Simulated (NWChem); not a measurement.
Species: tetraarsenic (As4); SMILES [As]12[As]3[As]1[As]23

All runs: NWChem. Pople sets run with spherical d functions. Each level has its own optimisation; frequencies are unscaled.

```csv
level,r As–As (Å),highest harmonic frequency (cm⁻¹),lowest (cm⁻¹),zero-point energy (kcal/mol)
"LDA (Slater exchange, VWN5)/def2-SVP",2.429,362,213,2.3
Hartree-Fock/STO-3G,2.363,478,286,3.1
Hartree-Fock/6-31G*,2.422,393,222,2.4
PBE-D3(BJ)/def2-SVP,2.462,349,206,2.2
```
